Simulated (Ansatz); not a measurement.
`NBOCF`, charge 0, multiplicity 1.

Give a relaxed structure at PBE0-D4/def2-TZVP (Ansatz). (An estimate is asked.)

The calculation gave: 
Z-matrix (Å, degrees):
```
C
F 1 1.375
O 1 1.372 2 109.9
H 1 1.092 2 107.4 3 -118.2
H 1 1.096 2 107.1 3 121.7
B 3 1.378 1 120.1 2 88.8
N 6 1.391 3 118.4 1 -174.2
H 6 1.199 3 120.4 1 7.0
H 7 1.003 6 122.6 3 -178.9
H 7 1.006 6 122.7 3 2.2
```
This is one stationary point; other conformers may exist.
